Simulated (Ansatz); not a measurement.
O2Zr, charge +1, doublet, at a GFN2-xTB geometry (such geometries of metal compounds can be far from the true shape) (the multiplicity is a formal guess) (core potentials on Zr). Base run: B3LYP/def2-SVP run with Ansatz (a first-principles code).

Ansatz was given this input:
Ansatz 0.2 input:
```yaml
crystal:
  periodic: [false, false, false]
  atoms:
    - {symbol: Zr, position_ang: [-0.15826003, -0.17493685, -0.22637589]}
    - {symbol: O, position_ang: [1.46587311, 0.63453628, -0.33464232]}
    - {symbol: O, position_ang: [-0.67457295, 0.24014796, 1.46652175]}
basis:
  gaussian:
    orbitals: def2-SVP
hamiltonian:
  xc: b3lyp
total_charge: 1
magnetization: {spin_polarized: true, initial_magnetization: 1}
```

Each row names what was changed in the base input (with any setting that the change needs).

| change | basis functions | E (Eh) |
|---|---|---|
| base | 59 | -197.10184 |
| basis = x2c-SVPall; relativity = none | 81 | -3656.87690 |
| basis = x2c-SVPall; relativity = spin-free X2C | 81 | -3748.29390 |
| basis = ANO-RCC-VDZP; relativity = spin-free X2C | 71 | -3748.72041 |
| basis = cc-pVTZ-DK; relativity = none | 137 | -3643.96185 |
| basis = cc-pVTZ-DK; relativity = spin-free X2C; nucleus = Gaussian | 137 | -3748.68421 |
| basis = ANO-RCC-VDZP; relativity = none | 71 | -3644.71104 |
| basis = x2c-SVPall; relativity = spin-free X2C; nucleus = Gaussian | 81 | -3748.25963 |
| basis = ANO-RCC-VDZP; relativity = spin-free X2C; nucleus = Gaussian | 71 | -3748.67606 |
| basis = cc-pVTZ-DK; relativity = spin-free X2C | 137 | -3748.73252 |

Absolute energies of different levels of theory aren't comparable as measures of quality.

Ansatz warned in this series: the basis is contracted for relativity, which the run leaves out.

Basis sets contracted for a relativistic Hamiltonian are a mismatch without it, so the rows without relativity aren't non-relativistic limits. No row has spin-orbit coupling; sets with core potentials leave out the core electrons.
